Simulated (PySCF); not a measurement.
# Interval between two levels of Ga⁺ by level of theory

Ga⁺ [Ar] 3d10 4s2 → Ga⁺ [Ar] 3d10 4s1 4p1 [3P2, M_J = 2], as a difference of total energies. Computed with PySCF 2.14 in x2c-TZVPall-2c, with the two-component X2C-1e Hamiltonian. Correlated levels: [Ne] frozen. "Screened" scales the spin-orbit matrix elements by Boettger's factors to mimic the two-electron term; Breit and QED terms are absent.

| method | interval between two levels (cm⁻¹) | error (cm⁻¹) |
| --- | --- | --- |
| GHF (spin-free) | 37945 | -10805 |
| GMP2 (spin-free) | 45304 | -3445 |
| GHF (screened spin-orbit) | 38392 | -10358 |
| GMP2 (screened spin-orbit) | 45773 | -2977 |

Reference: 48750 cm⁻¹ (measured; NIST Handbook of Basic Atomic Spectroscopic Data (Sansonetti and Martin, J. Phys. Chem. Ref. Data 34, 1559 (2005))).

The spin-free rows relax to the high-spin LS determinant and lack the spin-orbit shift.

Errors of the correlated levels include the incompleteness of this basis and the frozen core.

The labels give the starting determinants; with spin-orbit coupling the two ends relaxed to ⟨J²⟩ = 0.00, ⟨L²⟩ = 0.00, ⟨S²⟩ = 0.00 and ⟨J²⟩ = 6.01, ⟨L²⟩ = 2.01, ⟨S²⟩ = 2.00.
